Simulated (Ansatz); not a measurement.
## AlClHNO: where a starting geometry ends

The starting geometry of this gas-phase singlet was optimised with GFN2-xTB.

```yaml
atoms:
  - { symbol: Al, position_ang: [0.3102, -0.5848, 0.3851] }
  - { symbol: Cl, position_ang: [2.1034, -0.8978, 1.2248] }
  - { symbol: N, position_ang: [-1.4113, -0.7754, 0.1435] }
  - { symbol: O, position_ang: [-0.6261, 0.3504, -0.6303] }
  - { symbol: H, position_ang: [-2.0116, -1.1941, -0.5511] }
```

Predict what it relaxes into with PBE0-D3(BJ)/def2-SVP.

It keeps its bonds.

The energy falls by 0.12 eV over 9 steps:

```csv
step,E − E(last) (eV)
1,0.121
2,0.049
3,0.030
4,0.014
5,0.005
6,0.001
7,0.000
8,0.000
9,0.000
```

Final geometry (Å):

```xyz
5

Al    0.2656   -0.5453    0.3919
Cl    2.1080   -0.9820    1.2086
N    -1.4964   -0.6657    0.1764
O    -0.6608    0.4012   -0.6687
H    -1.8517   -1.3101   -0.5361
```

Frequencies at the end are all real (lowest 169 cm⁻¹). Run with Ansatz 0.2.0, 14 s on 1 thread of Arm Neoverse V2, on a shared host.
